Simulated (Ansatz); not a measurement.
# Nudged elastic band run: C3H4OSi

Input file:

```yaml
crystal:
  periodic: [false, false, false]
  atoms:
    - { symbol: C, position_ang: [0.508653, 2.337745, -0.431385] }
    - { symbol: C, position_ang: [0.629133, 1.13398, -0.446368] }
    - { symbol: C, position_ang: [0.727223, -0.364308, -0.432232] }
    - { symbol: O, position_ang: [1.68893, -0.955265, -1.003805] }
    - { symbol: Si, position_ang: [-0.70334, -1.245618, 0.506339] }
    - { symbol: H, position_ang: [0.40615, 3.414371, -0.421274] }
    - { symbol: H, position_ang: [-0.494655, -2.673473, 0.460979] }
    - { symbol: H, position_ang: [-1.957203, -0.905778, -0.126103] }
    - { symbol: H, position_ang: [-0.716391, -0.787752, 1.876648] }
basis:
  gaussian: { orbitals: STO-3G }
hamiltonian:
  xc: b3lyp
neb:
  order_check: false
  images: 3
  f_tol: 0.05
  max_iterations: 60
  climbing: false
  final_atoms:
    - { symbol: C, position_ang: [1.46351841, 2.34020582, -0.77046359] }
    - { symbol: C, position_ang: [0.536102, 1.43775688, -0.43144027] }
    - { symbol: C, position_ang: [0.71553221, -0.1211203, -0.41982427] }
    - { symbol: O, position_ang: [1.69781229, -0.69064202, -0.95076579] }
    - { symbol: Si, position_ang: [-0.7075624, -1.04192852, 0.49338097] }
    - { symbol: H, position_ang: [-0.44845417, 1.79095019, -0.09094564] }
    - { symbol: H, position_ang: [-0.53009398, -2.46753879, 0.35014708] }
    - { symbol: H, position_ang: [-1.96395258, -0.62557853, -0.08636791] }
    - { symbol: H, position_ang: [-0.67440179, -0.66820273, 1.88907843] }
  initial_path:
    images:
      - { positions_ang: [[0.508653, 2.337745, -0.431385], [0.629133, 1.13398, -0.446368], [0.727223, -0.364308, -0.432232], [1.68893, -0.955265, -1.003805], [-0.70334, -1.245618, 0.506339], [0.40615, 3.414371, -0.421274], [-0.494655, -2.673473, 0.460979], [-1.957203, -0.905778, -0.126103], [-0.716391, -0.787752, 1.876648]] }
      - { positions_ang: [[0.72898503, 2.37656559, -0.42916417], [0.73265511, 1.19848754, -0.44131208], [0.73572014, -0.26670387, -0.44411419], [1.69482349, -0.9000195, -1.00881918], [-0.6723626, -1.12408371, 0.4644628], [0.03585781, 2.68643133, -0.35319141], [-0.53740867, -2.57907248, 0.41656255], [-1.9381365, -0.73239058, -0.12516964], [-0.69163382, -0.70531232, 1.90354431]] }
      - { positions_ang: [[0.94931706, 2.41538618, -0.42694333], [0.83617723, 1.26299507, -0.43625615], [0.74421728, -0.16909974, -0.45599637], [1.70071699, -0.844774, -1.01383335], [-0.64138519, -1.00254942, 0.4225866], [-0.33443437, 1.95849166, -0.28510882], [-0.58016234, -2.48467196, 0.3721461], [-1.91907001, -0.55900315, -0.12423628], [-0.66687664, -0.62287263, 1.93044062]] }
      - { positions_ang: [[1.20641774, 2.377796, -0.59870346], [0.68613961, 1.35037598, -0.43384821], [0.72987475, -0.14511002, -0.43791032], [1.69926464, -0.76770801, -0.98229957], [-0.67447379, -1.02223897, 0.45798378], [-0.39144427, 1.87472093, -0.18802723], [-0.55512816, -2.47610537, 0.36114659], [-1.9415113, -0.59229084, -0.1053021], [-0.67063922, -0.64553768, 1.90975952]] }
      - { positions_ang: [[1.46351841, 2.34020582, -0.77046359], [0.536102, 1.43775688, -0.43144027], [0.71553221, -0.1211203, -0.41982427], [1.69781229, -0.69064202, -0.95076579], [-0.7075624, -1.04192852, 0.49338097], [-0.44845417, 1.79095019, -0.09094564], [-0.53009398, -2.46753879, 0.35014708], [-1.96395258, -0.62557853, -0.08636791], [-0.67440179, -0.66820273, 1.88907843]] }
```

Launched with:

```bash
$ ansatz run input.yaml --threads 1 --pin off --max-ram 2048MiB --backend cpu --events-out ev --progress --plain --runs-dir out
```

Output, in part (warnings, iteration lines, the closing report on the highest movable image, with atoms numbered from 0):

```
NEB end point (image 0): max|allowed force component| = 2.518e-3 eV/Å (the criterion of neb.relax_end_points is 1.000e-2)
NEB end point (image 4): max|allowed force component| = 1.094e-2 eV/Å (the criterion of neb.relax_end_points is 1.000e-2)
NEB iter   1: max|band force component| = 3.049e1 eV/Å  barrier→ = 6.1443 eV  barrier← = 4.0316 eV  Δτ_max = 0.2000 Å  (122 SCF iters)
NEB iter   2: max|band force component| = 1.798e0 eV/Å  barrier→ = 3.0564 eV  barrier← = 0.9437 eV  Δτ_max = 0.1959 Å  (98 SCF iters)
NEB iter   3: max|band force component| = 2.324e0 eV/Å  barrier→ = 2.8903 eV  barrier← = 0.7776 eV  Δτ_max = 0.1001 Å  (97 SCF iters)
NEB iter   4: max|band force component| = 2.742e0 eV/Å  barrier→ = 2.6304 eV  barrier← = 0.5177 eV  Δτ_max = 0.0516 Å  (86 SCF iters)
NEB iter   5: max|band force component| = 1.669e0 eV/Å  barrier→ = 2.5125 eV  barrier← = 0.3999 eV  Δτ_max = 0.0516 Å  (89 SCF iters)
NEB iter   6: max|band force component| = 1.071e0 eV/Å  barrier→ = 2.5140 eV  barrier← = 0.4013 eV  Δτ_max = 0.0513 Å  (87 SCF iters)
NEB iter   7: max|band force component| = 6.888e-1 eV/Å  barrier→ = 2.4990 eV  barrier← = 0.3864 eV  Δτ_max = 0.0508 Å  (86 SCF iters)
NEB iter   8: max|band force component| = 6.286e-1 eV/Å  barrier→ = 2.4501 eV  barrier← = 0.3374 eV  Δτ_max = 0.0495 Å  (88 SCF iters)
NEB iter   9: max|band force component| = 9.751e-1 eV/Å  barrier→ = 2.4119 eV  barrier← = 0.2993 eV  Δτ_max = 0.0248 Å  (85 SCF iters)
NEB iter  10: max|band force component| = 2.288e-1 eV/Å  barrier→ = 2.3956 eV  barrier← = 0.2830 eV  Δτ_max = 0.0502 Å  (89 SCF iters)
NEB iter  11: max|band force component| = 2.285e-1 eV/Å  barrier→ = 2.3333 eV  barrier← = 0.2206 eV  Δτ_max = 0.0493 Å  (84 SCF iters)
NEB iter  12: max|band force component| = 2.690e-1 eV/Å  barrier→ = 2.3145 eV  barrier← = 0.2019 eV  Δτ_max = 0.0247 Å  (86 SCF iters)
NEB iter  13: max|band force component| = 1.344e-1 eV/Å  barrier→ = 2.2984 eV  barrier← = 0.1858 eV  Δτ_max = 0.0247 Å  (87 SCF iters)
NEB iter  14: max|band force component| = 7.594e-2 eV/Å  barrier→ = 2.2923 eV  barrier← = 0.1796 eV  Δτ_max = 0.0248 Å  (89 SCF iters)
NEB iter  15: max|band force component| = 1.212e-1 eV/Å  barrier→ = 2.2902 eV  barrier← = 0.1776 eV  Δτ_max = 0.0124 Å  (90 SCF iters)
NEB iter  16: max|band force component| = 5.898e-2 eV/Å  barrier→ = 2.2884 eV  barrier← = 0.1757 eV  Δτ_max = 0.0247 Å  (90 SCF iters)
NEB iter  17: max|band force component| = 7.406e-2 eV/Å  barrier→ = 2.2787 eV  barrier← = 0.1660 eV  Δτ_max = 0.0124 Å  (90 SCF iters)
NEB iter  18: max|band force component| = 6.614e-2 eV/Å  barrier→ = 2.2733 eV  barrier← = 0.1606 eV  Δτ_max = 0.0124 Å  (90 SCF iters)
NEB iter  19: max|band force component| = 6.638e-2 eV/Å  barrier→ = 2.2679 eV  barrier← = 0.1553 eV  Δτ_max = 0.0124 Å  (83 SCF iters)
NEB iter  20: max|band force component| = 6.839e-2 eV/Å  barrier→ = 2.2625 eV  barrier← = 0.1499 eV  Δτ_max = 0.0062 Å  (91 SCF iters)
NEB iter  21: max|band force component| = 6.590e-2 eV/Å  barrier→ = 2.2596 eV  barrier← = 0.1470 eV  Δτ_max = 0.0062 Å  (78 SCF iters)
NEB iter  22: max|band force component| = 6.442e-2 eV/Å  barrier→ = 2.2570 eV  barrier← = 0.1443 eV  Δτ_max = 0.0124 Å  (67 SCF iters)
NEB iter  23: max|band force component| = 6.324e-2 eV/Å  barrier→ = 2.2527 eV  barrier← = 0.1401 eV  Δτ_max = 0.0247 Å  (83 SCF iters)
NEB iter  24: max|band force component| = 6.272e-2 eV/Å  barrier→ = 2.2424 eV  barrier← = 0.1297 eV  Δτ_max = 0.0247 Å  (90 SCF iters)
NEB iter  25: max|band force component| = 5.975e-2 eV/Å  barrier→ = 2.2322 eV  barrier← = 0.1196 eV  Δτ_max = 0.0247 Å  (90 SCF iters)
NEB iter  26: max|band force component| = 5.502e-2 eV/Å  barrier→ = 2.2246 eV  barrier← = 0.1119 eV  Δτ_max = 0.0243 Å  (90 SCF iters)
NEB iter  27: max|band force component| = 5.253e-2 eV/Å  barrier→ = 2.2163 eV  barrier← = 0.1036 eV  Δτ_max = 0.0247 Å  (90 SCF iters)
NEB iter  28: max|band force component| = 1.550e-1 eV/Å  barrier→ = 2.2090 eV  barrier← = 0.0963 eV  Δτ_max = 0.0124 Å  (89 SCF iters)
NEB iter  29: max|band force component| = 5.544e-2 eV/Å  barrier→ = 2.2066 eV  barrier← = 0.0940 eV  Δτ_max = 0.0248 Å  (83 SCF iters)
NEB iter  30: max|band force component| = 1.059e-1 eV/Å  barrier→ = 2.2029 eV  barrier← = 0.0902 eV  Δτ_max = 0.0124 Å  (88 SCF iters)
NEB iter  31: max|band force component| = 5.078e-2 eV/Å  barrier→ = 2.1983 eV  barrier← = 0.0857 eV  Δτ_max = 0.0214 Å  (82 SCF iters)
NEB iter  32: max|band force component| = 4.616e-2 eV/Å  barrier→ = 2.1938 eV  barrier← = 0.0811 eV  Δτ_max = 0.0000 Å  (159 SCF iters)
Total energy: -12937.09225748 eV, -475.4293713863 hartree
Atom 0 at     1.542140     2.373946    -0.483593 Å, force     0.452855    -0.029050    -0.173961 eV/Å
Atom 1 at     0.632005     1.408225    -0.361276 Å, force    -0.186474     0.226633     0.054638 eV/Å
Atom 2 at     0.632187    -0.144677    -0.535566 Å, force    -0.058671     0.120422     0.035363 eV/Å
Atom 3 at     1.474054    -0.718721    -1.270617 Å, force    -0.017924     0.156063     0.068206 eV/Å
Atom 4 at    -0.726281    -1.063009     0.472830 Å, force    -0.009448     0.018816     0.003879 eV/Å
Atom 5 at    -0.277274     1.931479     0.013435 Å, force    -0.165471    -0.510344     0.012456 eV/Å
Atom 6 at    -0.319294    -2.429093     0.706485 Å, force     0.006525     0.018752    -0.017784 eV/Å
Atom 7 at    -1.957546    -1.035948    -0.283919 Å, force    -0.003555     0.008554     0.002058 eV/Å
Atom 8 at    -0.911490    -0.368300     1.725020 Å, force    -0.017837    -0.009847     0.015146 eV/Å
Dipole moment:    -0.502511    -0.224954     0.259795 e Å
```

It converged. Neighbouring images differ by up to 2.1 eV, so the band resolves the path poorly. No image climbed, so the highest image needn't sit at the top of the path. So few images can step over the top or miss a turn of the path. The orbitals stay closed-shell, which can raise the energy where a bond breaks towards radicals; this wasn't checked here. Limits of this set-up: minimal basis.

Final band (atoms are numbered from 1 in the order of the input):

| image | path coordinate (Å) | energy (kcal/mol) | C1–H6 (Å) | C2–H6 (Å) |
| --- | --- | --- | --- | --- |
| 0 | 0.00 | 0.0 | 1.08 | 2.29 |
| 1 | 0.94 | 2.3 | 1.07 | 2.27 |
| 2 | 1.87 | 50.5 | 1.15 | 1.71 |
| 3 | 2.81 | 50.6 | 1.94 | 1.11 |
| 4 | 3.75 | 48.7 | 2.10 | 1.10 |

Time of the run: 2.5 min on 1 thread of Arm Neoverse V2, on a shared host, peak memory 0.2 GiB.
